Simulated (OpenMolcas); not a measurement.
neutral holmium: input and output

Input:

```
&GATEWAY
Coord
1

Ho 0.0 0.0 0.0
Basis=ANO-RCC-VQZP
Group=XYZ
NoMove
AngMom=0.0 0.0 0.0
AMFI
&SEWARD
&RASSCF
FileOrb=start.orb
Symmetry=2
Spin=4
nActEl=11 0 0
Inactive=16 12
Ras2=0 7
CIRoot=35 35 1
SDav=35
CIMx=300
Iter=120 100
PrWF=0.3
OrbListing=Nothing
MaxOrb=0
Atom
>>> COPY $Project.JobIph JOB001
&RASSCF
FileOrb=start.orb
Symmetry=2
Spin=2
nActEl=11 0 0
Inactive=16 12
Ras2=0 7
CIRoot=112 112 1
SDav=112
CIMx=300
Iter=120 100
PrWF=0.3
OrbListing=Nothing
MaxOrb=0
Atom
LevShft=1.5
>>> COPY $Project.JobIph JOB002
&RASSI
NrOfJobIphs=2 30 43
1 2 3 4 5 6 7 8 9 10 11 12 13 14 15 16 17 18 19 20 21 22 23 24 25 26 27
28 29 30
1 2 3 4 5 6 7 8 9 10 11 12 13 14 15 16 17 18 19 20 21 22 23 24 25 26 27
28 29 30 31 32 33 34 35 36 37 38 39 40 41 42 43
IphNames
JOB001
JOB002
EJob
SpinOrbit
DIPRint=1.0
SOCoupling=1000.0
Subsets=2
MEES
Property=10
'ANGMOM' 1 'ANGMOM' 2 'ANGMOM' 3 'MLTPL  1' 1 'MLTPL  1' 2 'MLTPL  1' 3
'AMFI' 1 'AMFI' 2 'AMFI' 3 'MLTPL  2' 6
SOProperty=3
'ANGMOM' 1 'ANGMOM' 2 'ANGMOM' 3
```

Launched by
```bash
OMP_NUM_THREADS=1 MOLCAS_MEM=2252 MOLCAS_PROJECT=a pymolcas a.inp > a.log  # once for each step of the input, in one work folder
```

A driver script runs the steps one by one and writes start.orb anew before each from the orbitals found so far.

Output, cut to the results:

```
--- SEWARD ---
Basis set label: HO.ANO-RCC...9S8P6D4F3G2H.

      Electronic valence basis set:
      ------------------
      Associated Effective Charge  67.000000 au
      Associated Actual Charge     67.000000 au
      Nuclear Model: Point charge

      Shell  nPrim  nBasis  Cartesian Spherical Contaminant
         s      25       9        X
         p      22       8        X
         d      15       6                 X
         f      11       4                 X
         g       4       3                 X
         h       2       2                 X
                  Relativistic Douglas-Kroll-Hess integrals:
                    - DKH order of Hamiltonian: 2
                    - DKH order of Properties : 0
                  Atomic mean-field integrals
--- RASSCF ---
Wave function specifications:
      -----------------------------

      Number of closed shell electrons          56
      Number of electrons in active shells      11
      Max number of holes in RAS1 space          0
      Max nr of electrons in RAS3 space          0
      Number of inactive orbitals               28
      Number of active orbitals                  7
      Number of secondary orbitals             105
      Spin quantum number                      1.5
      State symmetry                             2
Orbital specifications:
      -----------------------

      Symmetry species                           1   2
                                                ag  au
      Frozen orbitals                            0   0
      Inactive orbitals                         16  12
      Active orbitals                            0   7
      RAS1 orbitals                              0   0
      RAS2 orbitals                              0   7
      RAS3 orbitals                              0   0
      Secondary orbitals                        50  55
      Deleted orbitals                           0   0
      Number of basis functions                 66  74
      Number of CSFs                            35
      Number of root(s) required                35
      Iter CI   SX   CI       RASSCF       Energy    max ROT     max BLB   max BLB  Level Ln srch  Step   QN
          iter iter root      energy       change     param      element    value   shift minimum  type update
 Nr of preliminary CI iterations:   1
      Total energies have been shifted. Add               -12000.00 au
        1   1   16    0  -604.73764926    0.00E+00   4.52E-02   17  36 2 -1.43E-01*  0.00   0.00    SX    NO
        2   1   16    0  -604.70694380    3.07E-02* -6.02E-02   19  38 2  2.43E-01*  0.00   0.00    SX    NO
        3   1   16    0  -604.65511283    5.18E-02*  8.59E-02   15  34 2 -3.30E-01*  0.00   0.00    SX    NO
        4   1   15    0  -604.52975405    1.25E-01* -1.02E-01*  13  32 2  5.14E-01*  0.00   0.00    SX    NO
        5   1   16    0  -604.45773098    7.20E-02*  5.59E-02   15  34 2 -5.50E-01*  0.00   0.46    SX   YES
        6   1   14    0  -604.75964017   -3.02E-01*  7.28E-03   19  38 2  2.31E-02*  0.00   0.97    QN   YES
        7   1   13    0  -604.76116102   -1.52E-03* -3.96E-03   11  24 2  1.01E-02*  0.00   0.92    QN   YES
        8   1   10    0  -604.76129470   -1.34E-04*  4.18E-04    9  18 1  1.18E-03*  0.00   0.99    QN   YES
        9   1   10    0  -604.76129599   -1.29E-06* -1.54E-04   16  18 1 -1.03E-04*  0.00   1.12    QN   YES
       10   1    7    0  -604.76129603   -3.75E-08*  3.64E-05   16  17 1 -1.81E-05   0.00   1.09    QN   YES
       11   1    6    0  -604.76129603   -1.36E-09  -9.92E-06    9  18 1 -6.82E-06   0.00   1.23    QN   YES
      Convergence after 11 iterations
       12   1    6    0  -604.76129603   -9.09E-11  -9.92E-06   16  18 1  4.64E-07   0.00   1.23    QN   YES
      Natural orbitals and occupation numbers for root  1
      sym 2:   1.397407   1.219487   1.619014   1.915539   1.429391   1.585356   1.833806
      Natural orbitals and occupation numbers for root  2
      sym 2:   1.833990   1.346928   1.835276   1.242774   1.736650   1.389712   1.614670
      Natural orbitals and occupation numbers for root  3
      sym 2:   1.928872   1.259925   1.893562   1.753838   1.715767   1.147041   1.300996
::    RASSCF root number  1 Total energy: -12604.83748033
::    RASSCF root number  2 Total energy: -12604.83748033
::    RASSCF root number  3 Total energy: -12604.83748033
::    RASSCF root number  4 Total energy: -12604.83748033
::    RASSCF root number  5 Total energy: -12604.83748033
...
--- RASSI ---
SPIN-FREE ENERGIES:
  (Shifted by EMIN (a.u.) =     -12604.8374803284)

 SF State       Relative EMIN(au)   Rel lowest level(eV)    D:o, cm**(-1)      L_eff

     1             0.0000000000        0.0000000000              0.0000         6.0
     2             0.0000000000        0.0000000000              0.0000         6.0
     3             0.0000000000        0.0000000000              0.0000         6.0
     4             0.0000000000        0.0000000000              0.0000         6.0
     5             0.0000000000        0.0000000000              0.0000         6.0
     6             0.0000000000        0.0000000000              0.0000         6.0
     7             0.0000000000        0.0000000000              0.0000         6.0
     8             0.0000000000        0.0000000000              0.0000         6.0
     9             0.0000000000        0.0000000000              0.0000         6.0
    10             0.0000000000        0.0000000000              0.0000         6.0
    11             0.0000000000        0.0000000000              0.0000         6.0
    12             0.0000000000        0.0000000000              0.0000         6.0
    13             0.0000000000        0.0000000000              0.0000         6.0
    31             0.0747003880        2.0327011115          16394.8401         5.0
    32             0.0747003880        2.0327011115          16394.8401         5.0
    33             0.0747003880        2.0327011115          16394.8401         5.0
    34             0.0747003880        2.0327011115          16394.8401         5.0
    35             0.0747003880        2.0327011115          16394.8401         5.0
    36             0.0747003880        2.0327011115          16394.8401         5.0
    37             0.0747003880        2.0327011115          16394.8401         5.0
    38             0.0747003880        2.0327011115          16394.8401         5.0
...
```

Levels above the lowest, from the spin-orbit matrix, grouped by J:

```
Configuration  Term     J  E (cm-1)  Measured (cm-1)      g  Term weight %  Second
     4f11 6s2   4I*  15/2       0.0              0.0  1.198             98        
     4f11 6s2   4I*  13/2      5546             5420  1.107             99        
     4f11 6s2   4I*  11/2      9135             8605  0.976             91   9 2H*
     4f11 6s2   4I*   9/2     11564            10696  0.772             81  16 2H*
     4f11 6s2   4F*   9/2     17351                   1.228             65  26 2G*
     4f11 6s2   2H*  11/2     20493                   1.100             81  11 4G*
     4f11 6s2   4S*   3/2     21392                   1.801             79  13 2P*
     4f11 6s2   4F*   7/2     22668                   1.204             90  10 2G*
     4f11 6s2   4F*   5/2     24687                   1.044             91   9 2D*
     4f11 6s2   4F*   3/2     24728                   0.637             71  18 2D*
     4f11 6s2   2H*   9/2     24775                   1.052             40  27 4F*
     4f11 6s2   2K*  15/2     29753                   1.069             98        
     4f11 6s2   4G*  11/2     29977                   1.253             89  11 2H*
     4f11 6s2   2G*   7/2     30325                   0.934             78  13 4G*
     4f11 6s2   4G*   9/2     30526                   1.114             60  18 2H*
```

Against the 3 measured excited levels shown (NIST Handbook of Basic Atomic Spectroscopic Data) the mean absolute deviation is 510 cm-1; the largest miss in energy is 4f11 6s2 4I* 9/2: computed 11564, measured 10696 cm-1 (+8.1 %).

High states are left out of the spin-orbit mixing, which shifts the levels that they would mix with. Without dynamic correlation excited terms often stand tens of per cent too high (terms of higher spin than the ground term too low), and those without a measured partner can miss by more than the paired ones. With the s shell closed, the reference lacks s² → p² mixing. Computed and measured levels are paired by configuration, term and J; levels that our copy of the source lacks, or whose pairing is in doubt (as where it misses far off the trend of its configuration), stay unpaired and out of the deviations. Only configurations of the active space appear. The first state left out of the spin-orbit step lies near 40000 cm-1 above the lowest spin-free state of the reference (among the parities and spins computed), and the list stops at four fifths of that energy or lower.

The term weight is that of the spin-free term in the level, not the purity of its configuration. * marks odd parity.
